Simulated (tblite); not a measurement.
Compound: C₃H₁₄GeN₂Si.
Atom-mapped SMILES: `[CH3:1][NH:2][C@H:3]([CH2:4][NH2:5])[GeH2:6][SiH3:7]` (hydrogens: H8, H9, H10 on C1; H11 on N2; H12 on C3; H13, H14 on C4; H15, H16 on N5; H17, H18 on Ge6; H19, H20, H21 on Si7)

Cartesian coordinates in Å at the GFN2-xTB level; atoms count from 1:
```xyz
21
C3H14GeN2Si angstrom
C     -1.671   -2.259   -0.614
N     -1.173   -1.008   -1.142
C     -0.910   -0.006   -0.136
C     -0.709    1.353   -0.797
N     -0.148    2.239    0.211
Ge     0.734   -0.216    1.053
Si     2.790    0.304    0.074
H     -1.002   -2.722    0.126
H     -1.820   -2.954   -1.439
H     -2.634   -2.075   -0.135
H     -0.332   -1.175   -1.688
H     -1.796    0.042    0.506
H      0.027    1.245   -1.598
H     -1.643    1.722   -1.244
H      0.126    3.127   -0.197
H     -0.853    2.435    0.915
H      0.778   -1.681    1.507
H      0.445    0.434    2.389
H      2.994   -0.499   -1.138
H      2.883    1.710   -0.313
H      3.906    0.001    0.970
```

Computed with GFN2-xTB (tblite): harmonic, unscaled wavenumbers at the GFN2-xTB geometry, gas phase. Against measured fundamentals such values can be off by several per cent, at times by over 20. Modes of hydrogen on germanium and silicon can be 10 to 20 % off. One conformer, not necessarily the lowest. The optimisation stopped once no atom felt more than 0.01 eV/Å.

Lowest wavenumbers of the output (negative numbers stand for imaginary wavenumbers):
```
mode    cm-1
  1     -25.8
  2      44.1
  3      75.2
  4      97.3
  5     130.1
  6     163.9
  7     174.7
  8     236.3
```

Problem. Is this structure a minimum?

Solution. Not by this Hessian. 1 mode is imaginary beyond 20i (26i cm⁻¹), so at this level the point lies at or near a first-order saddle. The curvature is small, so loose convergence or finite differences may be the whole cause.

Problem. Which atoms move in the imaginary mode?

Solution. 26i: H19 (Si–H hydrogen) 34 %, H21 (Si–H hydrogen) 32 %, H20 (Si–H hydrogen) 31 %. These are shares of the mass-weighted motion.

Problem. What is the remedy?

Solution. Step along that mode in both directions, optimise again with tighter thresholds and repeat the frequencies. The zero-point energy of this point (102.5 kcal/mol) counts the 56 real modes alone, and thermal corrections from it aren't those of a minimum.
